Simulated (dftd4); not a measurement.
C4H9LiO, charge +1, doublet, at a GFN2-xTB geometry (such geometries of metal compounds can be far from the true shape) (a state made from the parent by changing its charge; the spin is typed, not shown lowest); dftd4 with D4 for revpbe.

Here is a job for dftd4.
```
$ dftd4 mol.xyz --func revpbe --charge 1 --json dftd4.json --noedisp --property

# file mol.xyz
15

Li     1.00275402     1.90289940     1.94010571
O      0.42811941     0.81981246     0.84106518
C     -0.07634044    -0.06171066    -0.00743218
C      1.01719818    -1.15247791    -0.34195455
C     -1.36757166    -0.71656562     0.44818983
C     -0.26881521     0.62624137    -1.41888001
H      0.63507046    -1.83349040    -1.09361338
H      1.21378005    -1.68000699     0.58880178
H      1.93137196    -0.67982516    -0.68895318
H     -1.20791031    -1.24093350     1.39012098
H     -1.73909090    -1.41960691    -0.29026196
H     -2.12734785     0.04276591     0.63187034
H      0.65988777     1.08476246    -1.74564783
H     -1.02408265     1.39647012    -1.27974469
H     -0.60172127    -0.11025644    -2.14094915
```

Task: Write the output that dftd4 gives for this input, abridged.

Result: 
```
                    ____  _____ _____     ____  _  _
      -------------|  _ \|  ___|_   _|---|  _ \| || |------------
     |             | | | | |_    | | ___ | | | | || |_           |
     |             | |_| |  _|   | ||___|| |_| |__   _|          |
     |             |____/|_|     |_|     |____/   |_|            |
     |             ===================================           |
     |            E. Caldeweyher, S. Ehlert & S. Grimme          |
     |          Mulliken Center for Theoretical Chemistry        |
     |                    University of Bonn                     |
      -----------------------------------------------------------

Rational (Becke-Johnson) damping: revpbe-D4-ATM
---------------------
  s6         1.0000
  s8         1.7468
  s9         1.0000
  a1         0.5363
  a2         3.0726
 alp        16.0000
--------------------

Atomic data, radii in Ångström:
------------------------------------------------------
   Z          R(cov)      r4/r2   hardness         EN
------------------------------------------------------
   3 Li       1.6000     2.6564     0.1745     0.9800
   8 O        0.8400     1.3725     0.5869     3.4400
   6 C        1.0000     1.6431     0.4220     2.5500
   1 H        0.4267     1.0622     0.4726     2.2000
------------------------------------------------------

Atomic reference systems (in atomic units):
----------------------------------------------------------------------------
   Z        #      CN     q+Z       C6(AA)   #      CN     q+Z       C6(AA)
----------------------------------------------------------------------------
   3 Li     1  0.0000  3.0000    1258.4415   2  0.8020  3.3706      34.7439
            3  4.5570  3.5023       6.4750
   8 O      1  0.0000  8.0000      15.5711   2  0.8042  7.6453      20.8489
            3  1.6112  7.4012      24.8631   4  0.9798  8.0000      14.9880
   6 C      1  0.0000  6.0000      49.3833   2  0.9189  5.8288      52.1688
            3  1.9079  5.8579      35.6972   4  2.8312  5.7775      35.8445
            5  3.7487  5.7435      28.6317   6  2.9183  5.8956      32.2504
            7  0.8556  6.2103      25.6194
   1 H      1  0.0000  1.0000       7.6362   2  0.8942  1.0000       3.0374
----------------------------------------------------------------------------

Atomic properties (in atomic units):
----------------------------------------------------------------------------
     #    Z              CN          q      C6(AA)        C8(AA)   alpha(0)
----------------------------------------------------------------------------
     1    3 Li       0.7127     0.8628     38.7162     2926.8365    20.7553
     2    8 O        1.5189    -0.5905     24.8818      502.1286     6.7398
     3    6 C        3.8166     0.1237     20.7926      601.3588     6.5694
     4    6 C        3.7547    -0.1820     26.9680      779.9601     7.4936
     5    6 C        3.7540    -0.1830     26.9936      780.7025     7.4973
     6    6 C        3.7545    -0.1819     26.9672      779.9388     7.4935
     7    1 H        0.9252     0.1228      1.5910       19.2326     1.9725
     8    1 H        0.9248     0.1311      1.5264       18.4512     1.9320
     9    1 H        0.9250     0.1302      1.5334       18.5359     1.9364
    10    1 H        0.9245     0.1297      1.5371       18.5808     1.9388
    11    1 H        0.9251     0.1231      1.5888       19.2060     1.9711
    12    1 H        0.9246     0.1298      1.5365       18.5738     1.9384
    13    1 H        0.9250     0.1303      1.5328       18.5294     1.9361
    14    1 H        0.9248     0.1311      1.5265       18.4532     1.9321
    15    1 H        0.9252     0.1228      1.5910       19.2328     1.9725
----------------------------------------------------------------------------

Molecular properties (in atomic units):
----------------------------------------
 molecular C6                1657.1560
 molecular C8               43866.6358
----------------------------------------

Dispersion energy:      -3.4189161641457E-02 Eh

[Info] JSON dump of results written to 'dftd4.json'
```
